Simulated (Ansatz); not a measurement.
Consider the ligand exchange at a B–O bond: `BO[SiH]([SiH3])Cl` + `OCS` → `BSCO` + `O[SiH]([SiH3])Cl`.

Isolated molecules relaxed with PBE0-D4/def2-TZVP in Ansatz; ΔE leaves out vibrations. CCSD(T)/CBS adds triple-zeta CCSD(T) − MP2 to the extrapolated MP2 energy (def2 sets, frozen cores). Functionals use def2-TZVPP. B3LYP here is the variant with VWN-RPA as its local correlation; programs differ in this. Each species was taken in one conformer, which may not be the lowest.

`BO[SiH]([SiH3])Cl`:

```xyz
11

B    -0.014    1.230    2.135
O     0.392    0.783    0.925
Si   -0.475    0.346   -0.414
Si    0.536   -1.520   -1.388
Cl   -0.411    1.904   -1.751
H     0.826    1.490    2.947
H    -1.189    1.347    2.366
H    -1.898    0.161   -0.032
H     0.541   -2.651   -0.422
H     1.930   -1.181   -1.771
H    -0.237   -1.909   -2.596
```

`OCS`:

Cartesian coordinates in Å:
```
O 0.460 0.979 0.612
C 0.172 -0.304 0.117
S -0.232 -0.229 -1.629
H 0.632 0.905 1.556
H 1.040 -0.972 0.168
H -0.657 -0.771 0.659
H -1.414 0.391 -1.483
```

`BSCO`:

Z-matrix (Å, degrees):
```
C
S 1 1.834
O 1 1.389 2 113.0
H 1 1.090 2 106.8 3 -117.3
H 1 1.094 2 106.9 3 125.4
B 2 1.754 1 103.7 3 -104.3
H 3 0.962 1 108.7 2 64.4
H 6 1.195 2 120.5 1 -1.2
H 6 1.192 2 117.0 1 178.8
```

`O[SiH]([SiH3])Cl`:

Cartesian coordinates in Å:
```
O 0.484 1.546 1.051
Si 0.826 0.223 0.146
Si -1.202 -0.638 -0.628
Cl 1.762 -1.220 1.292
H 1.212 2.026 1.450
H 1.805 0.548 -0.925
H -1.904 0.368 -1.469
H -2.058 -1.006 0.529
H -0.924 -1.848 -1.445
```

```tsv
level	ΔE (eV)
B3LYP-D4	0.23
ωB97M-V	0.22
PBE0	0.12
MP2/def2-QZVPP	0.19
```

What does CCSD(T)/CBS give? (Estimate.)

Computed: +0.20 eV. The listed levels differ from it by 0.03, 0.02, -0.08, -0.01 eV.

Largest T1 diagnostic among the species: 0.014.

From PBE to PBE0 (25 % exact exchange), in def2-TZVPP and without D4, ΔE moves by +0.07 eV. In def2-TZVPP, CCSD(T) changes the Hartree–Fock value by −0.22 eV (the triples alone add −0.05 eV) and MP2 by −0.25 eV.
